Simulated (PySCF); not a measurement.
BrGeH₅N₂, SMILES [NH2][GeH]([Br])[NH2]. The structure is a stationary point at TPSSh-D3(BJ)/def2-SVP. This is a generated structure with no PubChem entry under its InChIKey; it may be hypothetical. One conformer was computed; it need not be the lowest.

Problem. Give the equilibrium geometry at TPSSh-D3(BJ)/def2-SVP (PySCF confirms it by a frequency run) as Cartesian coordinates in Å. (Estimate from the structure and the level; the computed values follow.)

Solution. Several could match; the one computed here: 
```xyz
9

Ge     0.2140    -0.4996     0.6424
N     -1.0835    -1.7488     0.8992
N      1.5508    -1.3738    -0.2475
Br    -0.3316     1.2611    -0.8055
H      0.4952     0.1629     2.0030
H     -1.3732    -2.2286     0.0462
H     -1.9101    -1.4291     1.4040
H      2.2140    -0.7498    -0.7071
H      2.0627    -2.0469     0.3249
```
